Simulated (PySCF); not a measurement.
**Vertical excitation energies**

C₆H₁₁As.
SMILES: `[C@@H]1(C=C)CCC[AsH]1`

Level of theory: TDDFT PBE0/def2-SVPD, vertical, gas phase, core orbitals frozen in the response (PySCF 2.14.0, density-fitted response routines). One conformer (not necessarily the lowest) at the PBE0-D3(BJ)/def2-SVP geometry, without solvent, vibrations or thermal averaging. The PBE0/def2-SVPD calculation is non-relativistic and has no spin–orbit coupling, an omission that weighs most on arsenic.

**Question.** What does the calculation give for the low-lying excited states?

**Answer.** 

| state | E (eV) | ν̃ (cm⁻¹) | f | main configurations (H = HOMO, L = LUMO) |
| --- | --- | --- | --- | --- |
| S1 | 5.71 | 46090 | 0.067 | H→L (90%) |
| S2 | 5.99 | 48340 | 0.031 | H→L+1 (89%) |
| S3 | 6.30 | 50850 | 0.035 | H→L+2 (76%), H-1→L+1 (12%) |
| S4 | 6.40 | 51620 | 0.080 | H-1→L (58%), H-1→L+2 (25%) |
| S5 | 6.41 | 51710 | 0.011 | H-1→L+1 (75%), H→L+2 (16%) |
| S6 | 6.95 | 56020 | 0.449 | H-1→L+2 (51%), H-1→L (18%) |
| S7 | 6.97 | 56250 | 0.060 | H→L+3 (72%), H→L+4 (19%) |
| S8 | 7.11 | 57380 | 0.115 | H→L+4 (63%), H→L+3 (11%) |
| S9 | 7.26 | 58540 | 0.040 | H-1→L+3 (55%), H→L+5 (27%) |
| S10 | 7.30 | 58860 | 0.020 | H→L+6 (34%), H→L+5 (19%), H-1→L+4 (17%) |

Triplets (Tamm–Dancoff): T1 4.17 eV, H-1→L (48%), H→L (22%), H-1→L+2 (11%); T2 4.97 eV, H→L (37%), H→L+2 (31%), H-1→L (11%); T3 5.15 eV, H→L+1 (61%), H→L (9%), H-1→L+1 (9%); T4 5.94 eV, H→L+2 (44%), H→L (25%), H-1→L+2 (11%).

The lowest singlet comes at 217 nm (551 kJ/mol) in the ultraviolet; it is of moderate strength; its leading configuration is HOMO→LUMO (90%). The most intense listed level is S6 at 6.95 eV (178 nm, f = 0.449), 1.23 eV above S1. Löwdin shares by element: HOMO arsenic 51%, carbon 27% or more (atoms not listed hold the other 23%); LUMO carbon 44% or more, arsenic 20%, hydrogen 7% or more (atoms not listed hold the other 29%). The listed states span 1.58 eV, and the widest gap between neighbours is 0.53 eV (S5 to S6). Of the 10 states listed, 10 reach f = 0.01 and none stays under 0.0005. The oscillator strengths of these states sum to 0.909; summed over the whole spectrum of an exact calculation they would give the number of electrons, 80 (Thomas–Reiche–Kuhn). All these states lie below the vertical ionisation energy of 8.56 eV (ΔSCF). The window holds the lowest 10 singlets.

Hardware: Arm Neoverse V2, one thread, shared host with 96 logical CPUs at a one-minute load of 27. Cost: 3.0 min wall, 1.2 GiB resident at most.
